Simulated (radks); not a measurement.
Spherical quantum dot in the effective-mass picture: electrons in a hard-walled sphere of radius 7.25, with a point charge +2 (a donor) at the centre, all in effective atomic units (hartree* = m*/eps^2 hartree, bohr* = eps/m* bohr), one dielectric constant everywhere. Calculated with a radial shooting solver with Libxc functionals: non-relativistic Kohn-Sham, PBEsol, spin-polarised, spherical densities. Levels are named by radial order and angular momentum (1s, 1p, 1d, 2s, ...), and open shells are averaged over m.

N = 5, configuration 1s2 1p(up 2, down 0) 2s(up 1, down 0). This is the lowest configuration that the search found. Occupied and some empty levels:

level    occupation  eigenvalue (hartree*)  <r> (bohr*)
1s up             1                0.13495       0.9939
1s down           1                0.14444       0.9877
2s up             1                0.55146        4.452
1p up             2                0.59274        4.516
2s down           0                0.63323        4.252
1p down           0                0.67403        4.282
1d up             0                0.70385        4.846
1d down           0                0.79817        4.722
1f up             0                0.84273        5.069
1f down           0                0.94494        4.996
2p up             0                0.97637        3.692
1g up             0                 1.0084        5.243
2p down           0                 1.0304        3.752
1g down           0                 1.1159        5.200

Energy (hartree*): total -1.88718, kinetic 3.3615, external -8.1155, Hartree 4.3445, exchange-correlation -1.4777.

Electron density:

r (bohr*)  n(r) (e/bohr*^3)
0.329                 1.000
0.875                0.1470
1.42                0.02713
1.97               0.007186
2.51               0.004093
3.06               0.004039
3.60               0.004330
4.15               0.004308
4.70               0.003783
5.24               0.002805
5.79               0.001615
6.33              0.0006300
6.88             0.00009697
